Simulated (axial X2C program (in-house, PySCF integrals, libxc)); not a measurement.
# Ionising ScBr

Computed with an in-house all-electron X2C program for linear molecules (integrals from PySCF), spin-free (one-electron X2C) or two-component (2c: spin–orbit coupling with atomic mean-field Coulomb and Gaunt terms, which also bring small scalar terms), in Dyall basis sets with cores contracted in-house; open shells are unrestricted.

Basis sets: Br dyall-cv3z, Sc dyall-cv3z. Frozen shells (counts by l): ScBr Br 3s2p1d, Sc 3s2p, 10 electrons correlated; ScBr⁺ Br 3s2p1d, Sc 3s2p, 9 electrons correlated. Coupled cluster in natural virtuals with an MP2 remainder. Where the outer core of a metal is frozen, bonds come out longer and ionisation energies lower.

```
Hamiltonian    level      ScBr state  Re (Å)  ωe (cm⁻¹)  De (eV)
  spin-free       HF  M_S = 1, Λ = 2   2.568      284.6     3.39
  spin-free     PBE0  M_S = 1, Λ = 2   2.463      305.1     4.07
  spin-free      MP2  M_S = 1, Λ = 2   2.538      290.7     3.94
  spin-free     CCSD  M_S = 1, Λ = 2   2.534      292.5     3.60
  spin-free  CCSD(T)  M_S = 1, Λ = 2   2.531      292.6     3.67
         2c       HF           Ω = 1   2.569      284.3     3.23
         2c     PBE0           Ω = 1   2.464      304.7     3.98
         2c      MP2           Ω = 1   2.539      290.3     3.80
         2c     CCSD           Ω = 1   2.535      292.2     3.45
         2c  CCSD(T)           Ω = 1   2.532      292.3     3.53
```

Adiabatic ionisation energy (minimum to minimum, no zero-point term) and constants of ScBr⁺:

```csv
Hamiltonian,level,ScBr⁺ state,IE (eV),Re (Å),ωe (cm⁻¹),De (eV),fragments
spin-free,HF,"M_S = 1/2, Λ = 2",6.24,2.440,353.8,2.54,Br + Sc+
spin-free,PBE0,"M_S = 1/2, Λ = 2",6.50,2.366,370.7,3.93,Br + Sc+
spin-free,MP2,"M_S = 1/2, Λ = 2",6.29,2.425,355.3,3.76,Br + Sc+
spin-free,CCSD,"M_S = 1/2, Λ = 2",6.34,2.423,356.5,3.61,Br + Sc+
spin-free,CCSD(T),"M_S = 1/2, Λ = 2",6.33,2.423,355.7,3.73,Br + Sc+
2c,HF,Ω = 3/2,6.24,2.441,353.2,n/a,Br + Sc+
2c,PBE0,Ω = 3/2,6.49,2.367,370.1,n/a,Br + Sc+
2c,MP2,Ω = 3/2,6.29,2.426,354.9,n/a,Br + Sc+
2c,CCSD,Ω = 3/2,6.34,2.424,356.0,n/a,Br + Sc+
2c,CCSD(T),Ω = 3/2,6.32,2.423,355.2,n/a,Br + Sc+
```

(1) Add the zero-point terms to the ionisation energy at CCSD(T), 2c, and say whether the electron removed was bonding.

Each entry is the lowest single determinant of a limited PBE0 search at one distance. De goes to single-determinant-based atoms at the same level (for ions the charge split of lowest energy) and is withheld (n/a) where an atom does not fit its ground term or J level. Main or longest-lived isotopes. One determinant is a doubtful description, or other states lie close, for ScBr, ScBr⁺; these need not be ground states, and all values refer to the states named. With several unpaired electrons the Ω given is that of one determinant, not necessarily of the lowest component. Some light 2c atoms are not at their ground J level, so De misses part of their lowering (0.04 eV or less). The functionals have no current term, which raises determinants with orbital currents.

Answers

(1) IE0 = IE + (ωe⁺ − ωe)/2 = 6.32 + (0.004) = 6.32 eV. Re changes by -0.109 Å, so the bond shortens, as on loss of an antibonding or a polarising non-bonding electron.
